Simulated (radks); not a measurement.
Results of a calculation; reference values are marked as such.
Task: The zirconium ion Zr6+ is in [Ar] 3d10 4s2 4p(1/2: 2, 3/2: 2). Level of theory: Dirac Kohn-Sham, relativistic LDA (MacDonald-Vosko exchange, VWN5 correlation), spin-unpolarised, spherical densities, finite nucleus; Fermi nuclear charge, rms radius of each element as measured or else 0.836 A^(1/3) + 0.57 fm (a radial shooting solver on a logarithmic mesh with Libxc functionals). Sub-shells are occupied by j as written (lower j first in brackets). One electron is removed from 4s1/2, 3d5/2, 4p1/2, 4p3/2 in turn, with full relaxation. Which removal costs least, and what does each cost?

Result: 4p3/2 114.50 eV; 4p1/2 116.86 eV; 4s1/2 139.77 eV; 3d5/2 277.35 eV. The 4p3/2 electron leaves first.
